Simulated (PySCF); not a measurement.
The complex [Cr(OH)6]- (charge -1) contains Cr(V), shell d1. The structure is a model geometry with rigid ligands and bond lengths from ionic radii, not a minimum; coordination octahedral, point group S6, metal–donor distances 1.82 Å.

The d shell alone is too small an active space for [Cr(OH)6]- (an active orbital has only 0.62 squared overlap with the free ion's shell): its levels, fitted parameters, g values and moments show what this model gives and aren't sound predictions.

```
13

Cr    0.0000    0.0000    0.0000
O     0.0000    0.0000    1.8200
H     0.8000    0.0000    2.3600
O     0.0000    0.0000   -1.8200
H    -0.8000    0.0000   -2.3600
O     1.8200    0.0000    0.0000
H     2.3600    0.8000    0.0000
O    -1.8200    0.0000    0.0000
H    -2.3600   -0.8000    0.0000
O     0.0000    1.8200    0.0000
H     0.0000    2.3600    0.8000
O     0.0000   -1.8200    0.0000
H     0.0000   -2.3600   -0.8000
```

Method (PySCF 2.14, density fitting): CASSCF(1,5) with orbitals averaged over all microstates of the shell, strongly contracted NEVPT2 on the averaged canonical orbitals; basis x2c-TZVPall on the metal, x2c-SVPall elsewhere; spin-free X2C; gas phase; spin-orbit coupling by state interaction with the mean-field operator over all roots.

Problem. Which term lies lowest, and with what spin?

Solution. 2Eg (from 2T2g) (S = 1/2, orbital degeneracy 2), with 1.0 electrons in the lower (t2g-type) set and 0.0 in the upper (eg-type) set, by NEVPT2.

Problem. Where do the spin-allowed transitions within the shell lie?

Solution. By NEVPT2: 2Ag (from 2T2g) at 806 cm⁻¹; 2Eg at 32716 cm⁻¹ (306 nm). All are electric-dipole forbidden at this geometry.

Problem. Give the fitted ligand-field and repulsion parameters.

Solution. At NEVPT2 level: orbital energies 0, 0, 806, 32716, 32716 cm⁻¹; 10Dq = 32447 cm⁻¹ (difference of the means of the two sets); ζ = 259 cm⁻¹ (free ion 360).

Problem. What are the magnetic parameters?

Solution. Degenerate or low-lying orbital states mix with the ground state, so no spin-only Hamiltonian applies. The lowest spin-orbit level is 2-fold, effective g = 0.00, 0.00, 0.13; the next lies at 271.1 cm⁻¹. μeff is 1.57 μB at 300 K and 0.30 μB at 10 K; the spin-only value is 1.73 μB.

The geometry is a model, and the complex may not exist in this form. Charge-transfer states lie outside this active space and may come lower than some of these levels. The ground state is orbitally degenerate in this regular structure, which would distort (Jahn–Teller), so its moment is that of the undistorted model. NEVPT2 lifts 2Eg from 29132 to 32716 cm⁻¹; on the d shell alone it tends to overshoot states that fill the eg-type orbitals. NEVPT2 on the d shell alone tends to put d–d bands too high for such charged or covalently bound ions.

The job took 13 s on one thread of Arm Neoverse V1 (shared host), with 162 basis functions, launched as `OMP_NUM_THREADS=1 python lf_run.py task.json out`.
